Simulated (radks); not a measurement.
Task: The dysprosium ion Dy48+, [Ar]. All-electron calculation, non-relativistic Kohn-Sham, exchange-only PBE, spin-polarised, spherical densities, point nucleus. Program: a radial shooting solver on a logarithmic mesh with Libxc functionals. Every spin shell is full or empty, so the densities are truly spherical. Functionals are evaluated on that one density, not self-consistently. Rank these exchange functionals by their error against the exact value of the orbitals, and give that value: LDA, PBE, PBEsol, PW86, OPTX, AM05, B86b, EV93, TPSS, TASK.

Result: Exact: -142.589 hartree. From best to worst, with 100 (|E| - |E exact|)/|E exact| (equal figures are ties): TPSS +0.13, B86b +0.18, PW86 +0.29, PBE -0.36, EV93 +0.57, OPTX +0.76, TASK -2.65, PBEsol -2.78, AM05 -5.67, LDA -6.40.
